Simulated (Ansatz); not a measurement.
Isolated molecules relaxed with PBE0-D4/def2-TZVP in Ansatz; ΔE leaves out vibrations. CBS: MP2 limit from def2 TZ/QZ plus the TZ coupled-cluster correction, frozen cores. This one scheme is used for every species. Functionals use def2-TZVPP. One conformer a species, not always the lowest.

Reaction (formal exchange of groups at a C–Si bond): `NC[SiH2]O` + `N[SiH3]` → `NC[SiH2]N` + silanol

```
             level  ΔE (eV)
           PBE0-D4     0.05
   CCSD/def2-TZVPP     0.04
CCSD(T)/def2-TZVPP     0.04
    CCSD/CBS(def2)     0.03
```

Q: What does CCSD(T)/CBS give? (Estimate.)

A: Ansatz gave: +0.04 eV. The listed levels differ from it by 0.01, 0.00, 0.00, -0.01 eV.

Largest T1 diagnostic among the species: 0.011.
